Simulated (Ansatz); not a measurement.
```yaml
crystal:
  periodic: [false, false, false]
  atoms:
    - {symbol: N, position_ang: [-1.146043, -0.063892, 2.443040]}
    - {symbol: Si, position_ang: [-0.247810, 0.919951, 1.363276]}
    - {symbol: N, position_ang: [-0.420002, 0.328369, -0.243046]}
    - {symbol: Si, position_ang: [0.751440, 0.079508, -1.478222]}
    - {symbol: N, position_ang: [0.494461, -1.443756, -2.222746]}
    - {symbol: H, position_ang: [-0.917674, -1.033125, 2.591464]}
    - {symbol: H, position_ang: [-1.574097, 0.345788, 3.256530]}
    - {symbol: H, position_ang: [1.222361, 0.970961, 1.591072]}
    - {symbol: H, position_ang: [-0.813195, 2.281607, 1.573882]}
    - {symbol: H, position_ang: [-1.375491, 0.146950, -0.525392]}
    - {symbol: H, position_ang: [2.062372, 0.263810, -0.797505]}
    - {symbol: H, position_ang: [0.658178, 1.044761, -2.608588]}
    - {symbol: H, position_ang: [0.596041, -2.306354, -1.713627]}
    - {symbol: H, position_ang: [0.696361, -1.563874, -3.201338]}
basis:
  gaussian: {orbitals: def2-TZVPD}
hamiltonian: {xc: {name: B3LYP5}, pseudopotentials: {relativity: scalar}}
```

```sh
$ ansatz run in.yaml --threads 4 --pin off --events-out ev --progress --plain --max-ram 10444MiB
```

Shortened log:

```
Functional definition: B3LYP5
1574 factors; their error is unknown
mean field evaluation 1: about -20385.0209 eV, gradient 1.1e2 eV
mean field evaluation 2: about -20344.0170 eV, gradient 1.6e2 eV
mean field evaluation 4: about -20404.9579 eV, gradient 6.7e0 eV
mean field evaluation 8: about -20405.0591 eV, gradient 3.5e-1 eV
mean field evaluation 16: about -20405.0662 eV, gradient 2.1e-4 eV
mean field -20405.06621721 eV, -749.8723524320 hartree, gradient 7.4e-5 eV, S^2 0.000000; 0 other end points of the search recorded, 0 dependent functions left out
reference -20405.06656097 eV, -749.8723650648 hartree; 29, 29 occupied and 249, 249 virtual orbitals, 1574 factors
Total energy: -20405.06656097 eV, -749.8723650648 hartree
Relativity: scalar
```

It took 5.5 s on 4 threads of an Arm Neoverse V1 on a shared host, with 0.65 GiB of host memory at the peak.
